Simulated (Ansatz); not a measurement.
```yaml
crystal:
  periodic: [false, false, false]
  atoms:
    - {symbol: B, position_ang: [-0.720577, 0.730205, 1.674887]}
    - {symbol: B, position_ang: [-0.260051, -0.360470, 0.796925]}
    - {symbol: Ga, position_ang: [-1.938451, 1.159139, -0.139149]}
    - {symbol: C, position_ang: [0.296269, -1.390228, -0.178320]}
    - {symbol: Si, position_ang: [1.874645, -0.533893, -0.920509]}
    - {symbol: H, position_ang: [-1.568742, 0.646235, 2.622185]}
    - {symbol: H, position_ang: [-0.265003, 1.806792, 1.440238]}
    - {symbol: H, position_ang: [-1.401105, 1.159545, -1.617844]}
    - {symbol: H, position_ang: [-3.219258, 1.810342, 0.111523]}
    - {symbol: H, position_ang: [-0.288788, -1.774307, -0.891434]}
    - {symbol: H, position_ang: [0.699246, -2.253768, 0.290738]}
    - {symbol: H, position_ang: [1.521567, 0.779572, -1.452491]}
    - {symbol: H, position_ang: [2.927237, -0.469028, 0.120510]}
    - {symbol: H, position_ang: [2.330802, -1.411750, -2.015163]}
basis:
  gaussian: {orbitals: def2-TZVP}
magnetization: {spin_polarized: true, initial_magnetization: 0}
hamiltonian: {xc: {name: HF}}
correlation: {method: mp2, frozen_orbitals: {B: 0}}
scf: {lower_state_search: light}
```

```sh
$ ansatz run in.yaml --threads 2 --pin off --events-out ev --progress --plain --max-ram 32768MiB --backend cpu
```

It prints (some lines left out):

```
Functional definition: HF
Error: "frozen_orbitals" has no count for Ga
```

Task: What is wrong with this run?

Result: Frozen orbitals are typed for one element alone, and the program wants a count for each. The program refused the input.
